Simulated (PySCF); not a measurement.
NICS in isomers of C8H9OP.

Probes without a nucleus sit at each ring's centroid and 1 Å off its mean plane on both sides; NICS is minus the shielding there, NICSzz its component along the normal. Level: GIAO PBE0/pcSseg-1 (PySCF, non-relativistic, gas phase) on the PBE0-D3(BJ)/def2-SVP geometries, one conformer each. Atom numbers follow the mapped SMILES.

Problem. Order these rings by mean NICS(1)zz, lowest (most negative) first (ppm).
A. ring C4–C5–P6–C7–C8–C10 in `[CH3:1][C:2](=[O:3])[c:4]1[cH:5][p:6][cH:7][c:8]([CH3:9])[cH:10]1`
B. ring C2–C3–C4–P6–C7–C10 in `[CH3:1][c:2]1[cH:3][c:4]([CH3:5])[p:6][c:7]([CH:8]=[O:9])[cH:10]1`
C. ring C5–C6–C7–C8–C9–C10 in `[O:1]=[P@@H:2]1[CH2:3][C@@H:4]1[c:5]1[cH:6][cH:7][cH:8][cH:9][cH:10]1`

Solution. C (-27.9), A (-25.5), B (-23.8).

```csv
SMILES,ring,NICS(0),NICS(1),NICS(1)zz,HOMA,rms pucker (Å),ring atoms with four or more neighbours
O=[P@@H]1C[C@@H]1c1ccccc1,6-membered carbocycle; formal bonds all aromatic,-8.5,-11.1,-27.9,0.98,0.00,0
CC(=O)c1cpcc(C)c1,6-membered ring with P; formal bonds all aromatic,-7.5,-10.6,-25.5,0.93,0.00,0
Cc1cc(C)pc(C=O)c1,6-membered ring with P; formal bonds all aromatic,-7.0,-10.1,-23.8,0.88,0.00,0
```

NICS(0) gives the same order. The isotropic NICS(1) gives the same order. HOMA uses Krygowski's 1993 parameters. NICS(1) and NICS(1)zz are means over the two faces.
